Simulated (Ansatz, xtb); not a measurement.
# C6H10S: 8 structures ranked

8 gas-phase structures of C6H10S, from a drawn sample of its isomers (lower ones may exist). Each was relaxed with GFN2-xTB; where two conformers were screened, the lower at r2SCAN-D4/def2-SVP is listed:

A. `SCCC1=CCC1`, a singlet
B. `C1SC[C@H]2C[C@@H]1C2`, a singlet
C. `S=CCC1CCC1`, a singlet
D. `CC1=CCCCS1`, a singlet
E. `S[C@H]1[C@@H]2CC[C@H]1C2`, a singlet
F. `CC(=S)C=C(C)C`, a singlet
G. `C=C1CCSCC1`, a singlet
H. `C=CC(=S)C(C)C`, a singlet

**Question.** Which do you expect lowest at r2SCAN-D4/def2-SVP, and how would the others follow?

**Answer.** Calculated order at r2SCAN-D4/def2-SVP: D (0.0), G (5.4), B (13.0), F (13.5), H (19.5), E (19.6), C (29.5), A (32.0) kcal/mol. Less than 1 kcal/mol parts B and F; H and E, so the order within those pairs means little.

Energies above the lowest of each column, in kcal/mol; the last columns are at PBE0-D3(BJ)/def2-SVP geometries and were run for some of them only (a dash: not run or not comparable):

```json
{"structure": "D", "GFN2-xTB": "2.0", "HF/STO-3G": "6.9", "r2SCAN-D4/def2-SVP": "0.0", "PBE0-D3(BJ)/def2-SVP": "0.0", "CCSD(T)/def2-SVP + ΔMP2/def2-TZVPP": "0.0"}
{"structure": "G", "GFN2-xTB": "6.4", "HF/STO-3G": "13.9", "r2SCAN-D4/def2-SVP": "5.4", "PBE0-D3(BJ)/def2-SVP": "4.6", "CCSD(T)/def2-SVP + ΔMP2/def2-TZVPP": "3.0"}
{"structure": "B", "GFN2-xTB": "0.0", "HF/STO-3G": "0.0", "r2SCAN-D4/def2-SVP": "13.0", "PBE0-D3(BJ)/def2-SVP": "9.1", "CCSD(T)/def2-SVP + ΔMP2/def2-TZVPP": "12.1"}
{"structure": "F", "GFN2-xTB": "16.9", "HF/STO-3G": "60.2", "r2SCAN-D4/def2-SVP": "13.5", "PBE0-D3(BJ)/def2-SVP": "17.0", "CCSD(T)/def2-SVP + ΔMP2/def2-TZVPP": "–"}
{"structure": "H", "GFN2-xTB": "24.2", "HF/STO-3G": "61.1", "r2SCAN-D4/def2-SVP": "19.5", "PBE0-D3(BJ)/def2-SVP": "21.8", "CCSD(T)/def2-SVP + ΔMP2/def2-TZVPP": "–"}
{"structure": "E", "GFN2-xTB": "5.0", "HF/STO-3G": "14.3", "r2SCAN-D4/def2-SVP": "19.6", "PBE0-D3(BJ)/def2-SVP": "15.6", "CCSD(T)/def2-SVP + ΔMP2/def2-TZVPP": "–"}
{"structure": "C", "GFN2-xTB": "20.8", "HF/STO-3G": "43.8", "r2SCAN-D4/def2-SVP": "29.5", "PBE0-D3(BJ)/def2-SVP": "–", "CCSD(T)/def2-SVP + ΔMP2/def2-TZVPP": "–"}
{"structure": "A", "GFN2-xTB": "27.5", "HF/STO-3G": "50.7", "r2SCAN-D4/def2-SVP": "32.0", "PBE0-D3(BJ)/def2-SVP": "–", "CCSD(T)/def2-SVP + ΔMP2/def2-TZVPP": "–"}
```

CCSD(T)/def2-SVP + ΔMP2/def2-TZVPP puts D lowest of those it was run on; GFN2-xTB picks B, HF/STO-3G picks B. Flexible structures stand in one conformer each, not always the lowest. Frequencies (GFN2-xTB) were run for B, D, G alone. ΔMP2 is the change of the MP2 energy from the smaller to the larger basis.

Over these structures GFN2-xTB departs from r2SCAN-D4/def2-SVP by 6.5 kcal/mol on average once a common shift is removed. A GFN2-xTB relaxation took about 0.091 s and the r2SCAN-D4/def2-SVP energy about 2.2 s on a shared host (Ansatz 0.2.0, xtb 6.7.1).
